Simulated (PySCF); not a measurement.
How methods differ on the excitation energy of Zr

Zr [Kr] 4d2 5s2 (3F) → Zr [Kr] 4d1 5s2 5p1 (high-spin determinant), as a difference of total energies. Calculation: PySCF 2.14, in aug-cc-pVTZ-PP with ECP28MDF (6s6p5d3f2g, 88 functions); a scalar-relativistic core potential. Correlated levels: valence: 4s2 4p6 frozen. The calculations carry no spin-orbit coupling.

```json
{"method": "UHF", "excitation energy (cm⁻¹)": "23198"}
{"method": "MP2 (valence)", "excitation energy (cm⁻¹)": "23578"}
{"method": "SCS-MP2 (valence)", "excitation energy (cm⁻¹)": "22887"}
{"method": "CCSD (valence)", "excitation energy (cm⁻¹)": "19615"}
{"method": "CCSD(T) (valence)", "excitation energy (cm⁻¹)": "17799"}
```

The coupled-cluster amplitudes are large for the upper state (T1 above 0.03 or a double amplitude above 0.15), so a single reference is strained.

The determinant of the upper state mixes LS terms, which raises its energy above the lowest term, most at the Hartree-Fock and MP2 levels.
